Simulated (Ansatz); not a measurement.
CH$_{3}$FGaI (`[CH3][Ga]([F])[I]`) at its PBE0-D4/def2-TZVP geometry, where that method's forces vanish. Total charge 0; spin multiplicity 1. I: def2 effective core potential.

```
atom    x (Å)    y (Å)    z (Å)
  C1   0.3614  -0.3826  -0.8710
 Ga2  -0.3160   0.4701   0.7406
  F3  -0.4891   2.2137   0.8113
  I4  -1.0145  -0.6463   2.8362
  H5   1.2209  -1.0063  -0.6220
  H6  -0.4137  -1.0227  -1.2954
  H7   0.6511   0.3740  -1.5996
```

Question: For each bond, give half the difference of the two atoms' forces along it (eV/Å; positive pushes the atoms apart) under PBE-D4, r2SCAN-D4, B3LYP-D4, ωB97M-V in def2-TZVPP. (An estimate is asked.)

Answer: Ansatz gave: 
```tsv
bond	length (Å)	PBE-D4	r2SCAN-D4	B3LYP-D4	ωB97M-V
C1–Ga2	1.945	-0.08	-0.01	0.09	-0.01
C1–H5	1.091	0.10	-0.01	-0.07	-0.04
C1–H6	1.091	0.10	-0.01	-0.07	-0.04
C1–H7	1.090	0.09	-0.02	-0.08	-0.05
Ga2–F3	1.754	0.47	0.01	0.21	0.09
Ga2–I4	2.475	0.05	0.00	0.10	-0.09
```

B3LYP here is the variant with VWN-RPA as its local correlation; programs differ in this.
